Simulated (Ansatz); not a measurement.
Ansatz (a quantum-chemistry and plane-wave program) input (wB97M-V/def2-TZVPD):

Ansatz 0.2 input:
```yaml
crystal:
  periodic: [false, false, false]
  atoms:
    - {symbol: Si, position_ang: [-0.00277911, 0.32837953, 1.03600486]}
    - {symbol: O, position_ang: [-1.07499468, 0.58739374, -0.33825199]}
    - {symbol: C, position_ang: [-2.04441457, -0.36671812, -0.62748010]}
    - {symbol: O, position_ang: [1.25387233, -0.63343331, 0.30153774]}
    - {symbol: C, position_ang: [1.85101559, -0.23883265, -0.89955702]}
    - {symbol: H, position_ang: [0.68428275, 1.71556768, 0.82108655]}
    - {symbol: H, position_ang: [-1.68239926, -1.12746627, -1.34026849]}
    - {symbol: H, position_ang: [-2.38037765, -0.90774642, 0.27447996]}
    - {symbol: H, position_ang: [-2.92623956, 0.11085819, -1.08196529]}
    - {symbol: H, position_ang: [2.65741969, -0.93973525, -1.16317012]}
    - {symbol: H, position_ang: [1.13275246, -0.21923774, -1.73187016]}
    - {symbol: H, position_ang: [2.28284170, 0.77206769, -0.82642399]}
basis:
  gaussian:
    orbitals: def2-TZVPD
hamiltonian:
  xc: {name: wB97M-V}
total_charge: -1
output: {forces: true}
```

Output:

```
Functional definition: wB97M-V
integrals: 0.28 GiB planned
1357 factors; their error is unknown
integrals: 0.32 GiB planned
520 factors; integrals over basis functions are off by at most 1.1e-5 eV
0.41 GiB of the device are held for the grids
1.73 GiB of device memory are held for the factors and their scratch space
mean field: 1.79 GiB planned
mean field evaluation 1: about -14159.1057 eV, gradient 3.2e1 eV
mean field evaluation 2: about -14159.6724 eV, gradient 3.0e1 eV
mean field evaluation 4: about -14161.1386 eV, gradient 1.3e0 eV
mean field evaluation 8: about -14161.1563 eV, gradient 4.5e-2 eV
mean field evaluation 16: about -14161.1372 eV, gradient 1.9e-4 eV
mean field -14161.13718617 eV, -520.4121928281 hartree, gradient 6.5e-5 eV, S^2 0.000000; 0 other end points of the search recorded, 0 dependent functions left out
the calculation of the forces begins
reference -14161.13725591 eV, -520.4121953912 hartree; 25, 25 occupied and 235, 235 virtual orbitals, 1357 factors
Total energy: -14161.13725591 eV, -520.4121953912 hartree
Atom 0 at    -0.002779     0.328380     1.036005 Å, force     0.006192     0.035169    -0.169875 eV/Å
Atom 1 at    -1.074995     0.587394    -0.338252 Å, force     0.093079     0.022281     0.059019 eV/Å
Atom 2 at    -2.044415    -0.366718    -0.627480 Å, force    -0.057550    -0.095533     0.014747 eV/Å
Atom 3 at     1.253872    -0.633433     0.301538 Å, force    -0.021256     0.024052    -0.011479 eV/Å
Atom 4 at     1.851016    -0.238833    -0.899557 Å, force    -0.012197     0.033891    -0.006918 eV/Å
Atom 5 at     0.684283     1.715568     0.821087 Å, force    -0.026804    -0.089052    -0.001175 eV/Å
Atom 6 at    -1.682399    -1.127466    -1.340268 Å, force    -0.003951     0.050306     0.042360 eV/Å
Atom 7 at    -2.380378    -0.907746     0.274480 Å, force     0.021487     0.043157    -0.046919 eV/Å
Atom 8 at    -2.926240     0.110858    -1.081965 Å, force     0.064451    -0.017816     0.033639 eV/Å
Atom 9 at     2.657420    -0.939735    -1.163170 Å, force    -0.058205     0.040212     0.034459 eV/Å
Atom 10 at     1.132752    -0.219238    -1.731870 Å, force     0.016757    -0.005246     0.034379 eV/Å
Atom 11 at     2.282842     0.772068    -0.826424 Å, force    -0.022003    -0.041421     0.017762 eV/Å
Dipole moment:    -0.025976    -0.236641    -0.861944 e Å
```

It need not be the lowest isomer of its formula. Whether it binds its extra electron was not tested at this geometry.
